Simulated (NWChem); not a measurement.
Program: NWChem. System: disilazane (H7NSi2), charge 0, spin multiplicity 1, at a geometry optimised with PBE/def2-SVP. Level: RI-MP2/cc-pVDZ, 11 core orbitals frozen.

Input file:

```
start mol
memory heap 200 mb stack 900 mb global 1100 mb
geometry units angstroms nocenter noautoz
  Si    -0.113715    -0.071500    -1.584505
  N      0.529204     0.322497     0.000000
  Si    -0.113715    -0.071500     1.584505
  H      1.006498    -0.444685    -2.520450
  H     -1.049157    -1.234087    -1.411455
  H     -0.874875     1.059653    -2.233935
  H      1.314658     0.982755     0.000000
  H     -0.874875     1.059653     2.233935
  H      1.006498    -0.444685     2.520450
  H     -1.049157    -1.234087     1.411455
  symmetry group Cs
end
basis spherical
  * library cc-pvdz
end
basis "ri-mp2 basis" spherical
  * library cc-pvdz-ri
end
scf
  rhf
  nopen 0
  maxiter 100
  thresh 1e-7
  semidirect memsize 60000000 filesize 0
end
mp2
  freeze core 11
end
task rimp2 energy
```

Output (cleaned and shortened):

```
             Northwest Computational Chemistry Package (NWChem) 7.3.0
             --------------------------------------------------------

                                NWChem Input Module
                                -------------------

 Scaling coordinates for geometry "geometry" by  1.889725989
 (inverse scale =  0.529177249)

 Turning off AUTOSYM since
 SYMMETRY directive was detected!

                             Geometry "geometry" -> ""
                             -------------------------

 Output coordinates in angstroms (scale by  1.889725989 to convert to a.u.)

  No.       Tag          Charge          X              Y              Z
 ---- ---------------- ---------- -------------- -------------- --------------
    1 Si                  14.0000    -0.11371500    -0.07150000    -1.58450500
    2 N                    7.0000     0.52920400     0.32249700     0.00000000
    3 Si                  14.0000    -0.11371500    -0.07150000     1.58450500
    4 H                    1.0000     1.00649800    -0.44468500    -2.52045000
    5 H                    1.0000    -1.04915700    -1.23408700    -1.41145500
    6 H                    1.0000    -0.87487500     1.05965300    -2.23393500
    7 H                    1.0000     1.31465800     0.98275500     0.00000000
    8 H                    1.0000    -0.87487500     1.05965300     2.23393500
    9 H                    1.0000     1.00649800    -0.44468500     2.52045000
   10 H                    1.0000    -1.04915700    -1.23408700     1.41145500

 Effective nuclear repulsion energy (a.u.)     154.4114372340

            Nuclear Dipole moment (a.u.)
            ----------------------------
        X                 Y               Z
 ---------------- ---------------- ----------------
    -0.0000037795    -0.0000075589     0.0000000000

      Symmetry information
      --------------------

 Group name             Cs
 Group number              2
 Group order               2
 No. of unique centers     6

      Symmetry unique atoms

     1    2    4    5    6    7


 Summary of "ao basis" -> "" (spherical)
 ------------------------------------------------------------------------------
       Tag                 Description            Shells   Functions and Types
 ---------------- ------------------------------  ------  ---------------------
 *                          cc-pvdz                   on all atoms

 Summary of "ri-mp2 basis" -> "" (spherical)
 ------------------------------------------------------------------------------
       Tag                 Description            Shells   Functions and Types
 ---------------- ------------------------------  ------  ---------------------
 *                         cc-pvdz-ri                 on all atoms

 Summary of "ao basis" -> "ao basis" (spherical)
 ------------------------------------------------------------------------------
       Tag                 Description            Shells   Functions and Types
 ---------------- ------------------------------  ------  ---------------------
 Si                         cc-pvdz                  8       18   4s3p1d
 N                          cc-pvdz                  6       14   3s2p1d
 H                          cc-pvdz                  3        5   2s1p

                                 NWChem SCF Module
                                 -----------------

  ao basis        = "ao basis"
  functions       =    85
  atoms           =    10
  closed shells   =    21
  open shells     =     0
[...]
              MO Center=  1.7D-01,  2.3D-01,  4.1D-18, r^2= 7.4D+00
   Bfn.  Coefficient  Atom+Function         Bfn.  Coefficient  Atom+Function
  ----- ------------  ---------------      ----- ------------  ---------------
    57      1.107243   5 H  s                82     -1.107243  10 H  s
    12      1.078206   1 Si py               44     -1.078206   3 Si py
    11      0.674030   1 Si px               43     -0.674030   3 Si px
    62     -0.330920   6 H  s                72      0.330920   8 H  s
     4     -0.268232   1 Si s                36      0.268232   3 Si s

 center of mass
 --------------
 x =   0.01283850 y =   0.00632508 z =  -0.00000000

 moments of inertia (a.u.)
 ------------------
         627.817637603735         -14.227540268010           0.000000000000
         -14.227540268010         641.174529890753           0.000000000000
           0.000000000000           0.000000000000          73.683551839243

  Mulliken analysis of the total density
  --------------------------------------

    Atom       Charge   Shell Charges
 -----------   ------   -------------------------------------------------------
    1 Si  14    13.35   2.00  2.01  0.71  0.32  6.00  1.37  0.60  0.34
    2 N    7     7.67   2.00  0.71  0.77  2.40  1.77  0.01
    3 Si  14    13.35   2.00  2.01  0.71  0.32  6.00  1.37  0.60  0.34
    4 H    1     1.13   0.73  0.39  0.01
    5 H    1     1.12   0.73  0.38  0.01
    6 H    1     1.14   0.73  0.40  0.01
    7 H    1     0.85   0.70  0.09  0.06
    8 H    1     1.14   0.73  0.40  0.01
    9 H    1     1.13   0.73  0.39  0.01
   10 H    1     1.12   0.73  0.38  0.01

       Multipole analysis of the density wrt the origin
       ------------------------------------------------

     L   x y z        total         open         nuclear
     -   - - -        -----         ----         -------
     0   0 0 0     -0.000000      0.000000     42.000000

     1   1 0 0      0.267257      0.000000     -0.000004
     1   0 1 0      0.243262      0.000000     -0.000008
     1   0 0 1      0.000000      0.000000      0.000000

     2   2 0 0    -27.349306      0.000000     35.029086
     2   1 1 0      1.571532      0.000000      9.122413
     2   1 0 1      0.000000      0.000000      0.000000
     2   0 2 0    -27.755454      0.000000     26.869190
     2   0 1 1     -0.000000      0.000000     -0.000000
     2   0 0 2    -28.885016      0.000000    346.282709

                               NWChem RI-MP2 Module
                               --------------------

 Summary of "ri-mp2 basis" -> "ri-mp2 basis" (spherical)
 ------------------------------------------------------------------------------
       Tag                 Description            Shells   Functions and Types
 ---------------- ------------------------------  ------  ---------------------
 Si                        cc-pvdz-ri               24       76   9s7p5d3f
 N                         cc-pvdz-ri               18       56   7s5p4d2f
 H                         cc-pvdz-ri                6       14   3s2p1d

 SCF Reference Information:
            File: './mol.movecs'
           Title: ''
    Size (AOxMO):     85 x     85
       Total Occ:              42.00
 RI-MP2 Calculation Information:
          Nr. of AO basis functions:         85
     Nr. of fitting basis functions:        306
               Nr. of MO spin cases:          1
        Nr. of MOs to be correlated:         74
     Nr. of occupied MOs correlated:         10
      Nr. of virtual MOs correlated:         64

          RI integral approximation: 'V'
    Threshold for Schwarz screening:  1.000E-09
 Smallest eigenvalue retained in fit  1.000E-08
    Type of storage for MO integrals 'EAF library'

 Transformation block size   10, requiring     1 integral passes.
 XForm_3cInts: Completed     1:   10 pass.
 Energy evaluation using block sizes    10   10
 RIMP2_V_E2: Approx. ints. done (    1:   10,    1:   10)
 RIMP2_V_E2: Copy to B done (    1:   10,    1:   10)
 RIMP2_V_E2: Denominators done (    1:   10,    1:   10)
 RIMP2_V_E2: Completed block (    1:   10,    1:   10)

          -------------------------------------------
          SCF energy                -636.418863386904
          Correlation energy          -0.380682614335
          Total MP2 energy          -636.799546001239
          -------------------------------------------

 -----------------------
 Performance information
 -----------------------

 Timer overhead =  2.11D-07 seconds/call

               Nr. of calls         CPU time (s)                 Wall time (s)                GFlops
             ---------------    -------------------     ------------------------------   -------------------
Name         Min   Avg   Max    Min     Avg     Max     Min     Avg     Max   Mx/calls   Min     Max     Sum
Overall       1     1     1    3.6     3.6     3.6      3.6     3.6     3.6     3.6      0.0     0.0     0.0
3c integr     1     1     1   0.61    0.61    0.61     0.61    0.61    0.61    0.61      0.0     0.0     0.0
Energy        1     1     1   5.74E-2 5.74E-2 5.74E-2  5.74E-2 5.74E-2 5.74E-2 5.74E-2   0.0     0.0     0.0
3c integr     1     1     1   0.59    0.59    0.59     0.59    0.59    0.59    0.59      0.0     0.0     0.0
First 2/3     3     3     3   3.88E-3 3.88E-3 3.88E-3  3.88E-3 3.88E-3 3.88E-3 1.29E-3   0.0     0.0     0.0
Final 1/3     1     1     1   5.06E-3 5.06E-3 5.06E-3  5.06E-3 5.06E-3 5.06E-3 5.06E-3   0.0     0.0     0.0
Write 3c      1     1     1   2.47E-3 2.47E-3 2.47E-3  2.47E-3 2.47E-3 2.47E-3 2.47E-3   0.0     0.0     0.0
Read 3c i     1     1     1   2.38E-4 2.38E-4 2.38E-4  2.38E-4 2.38E-4 2.38E-4 2.38E-4   0.0     0.0     0.0
Fitting b     1     1     1   7.98E-2 7.98E-2 7.98E-2  7.98E-2 7.98E-2 7.98E-2 7.98E-2   0.0     0.0     0.0
Schwarz i     1     1     1   1.78E-2 1.78E-2 1.78E-2  1.78E-2 1.78E-2 1.78E-2 1.78E-2   0.0     0.0     0.0
Form 4ci      1     1     1   9.01E-3 9.01E-3 9.01E-3  9.01E-3 9.01E-3 9.01E-3 9.01E-3   0.0     0.0     0.0
Form A &      1     1     1   4.50E-2 4.50E-2 4.50E-2  4.50E-2 4.50E-2 4.50E-2 4.50E-2   0.0     0.0     0.0
Denominat     1     1     1   3.83E-4 3.83E-4 3.83E-4  3.83E-4 3.83E-4 3.83E-4 3.83E-4   0.0     0.0     0.0
Pair Ener     1     1     1   1.62E-3 1.62E-3 1.62E-3  1.62E-3 1.62E-3 1.62E-3 1.62E-3   0.0     0.0     0.0

 The average no. of pstat calls per process was 1.60D+01
 with a timing overhead of 3.37D-06s

 Task  times  cpu:        3.6s     wall:        3.6s

 Total times  cpu:        3.7s     wall:        3.7s
```
